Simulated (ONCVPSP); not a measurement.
beryllium: excitation energies, all-electron against ONCV

```
Element                 : Be
Generator               : ONCVPSP 4.0.1
Type                    : optimised norm-conserving Vanderbilt (ONCV)
Functional              : PW91
Relativity              : scalar-relativistic
Frozen core             : [He]
Valence charge          : 2
Reference configuration : 2s2
Partial waves           : 2s: rc 2.20 bohr, ncon 5, nbas 8, qcut 3.3 1/bohr, 1 projector; p scattering state at 0.34 Ha: rc 2.30 bohr, ncon 4, nbas 7, qcut 3.8 1/bohr, 3 projectors, debl 2.9 Ha
Local potential         : polynomial inside 1.95 bohr (lpopt 5, dvloc0 4 Ha)
Core correction         : Teter function, parameters optimised by the program
```

In the p channel the program set the typed energies aside and used 0.050, 2.950, 5.850 Ha.

Energies are relative to the spin-unpolarised reference configuration 2s2; without spin polarisation the order of configurations can differ from experiment.

Task: Give the all-electron excitation energy and the error of the potential for: 2s1; 2s1.5; 2s1 2p1; 2s0 2p2.

Result:

```csv
valence configuration,charge,ΔE all-electron (eV),error AE − PS (meV)
2s1,+1,9.579,+2.1
2s1.5,+0.5,3.775,+0.1
2s1 2p1,0,3.614,-2.5
2s0 2p2,0,7.260,-8.1
```

Levels in the configuration 2s0 2p2:

| level | all-electron (eV) | pseudo (eV) |
| --- | --- | --- |
| 2p | -2.964 | -2.971 |
